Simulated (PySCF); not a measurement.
C3H7BF2O, SMILES C[C@@H](O)B(F)CF. Heavy atoms are numbered as in [CH3:1][C@@H:2]([OH:3])[B:4]([F:5])[CH2:6][F:7]. Hydrogens are named by the atom that carries them.

Geometry optimised at r2SCAN-D4/def2-SVP. The structure was generated by enumeration; whether it is a known compound was not checked. The values are those of a single conformer.

These are PBE0/pcSseg-1 run with PySCF values and carry that method's errors.

GIAO shieldings, no solvent; atoms alike by connectivity are averaged. δ = σ(ref) − σ: ¹³C against TMS (σ = 186.3 ppm); ¹⁷O against H2O (σ = 334.2 ppm); ¹¹B against BF3 (σ = 88.8 ppm); ¹⁹F against CFCl3 (σ = 167.2 ppm); ¹H against TMS (σ = 31.56 ppm), references at their B3LYP-D3(BJ)/def2-TZVP geometries, non-relativistic.

```tsv
nucleus	atoms	count	δ (ppm)
¹³C	C6 (CH2)	1	82.5
¹³C	C2 (CH)	1	64.6
¹³C	C1 (CH3)	1	22.6
¹⁷O	O3 (OH)	1	45.0
¹¹B	B4	1	47.1
¹⁹F	F5	1	-42.9
¹⁹F	F7	1	-303.5
¹H	H on C6	2	4.82
¹H	H on C2	1	4.34
¹H	H on C1	3	1.67
¹H	H on O3	1	0.16
```
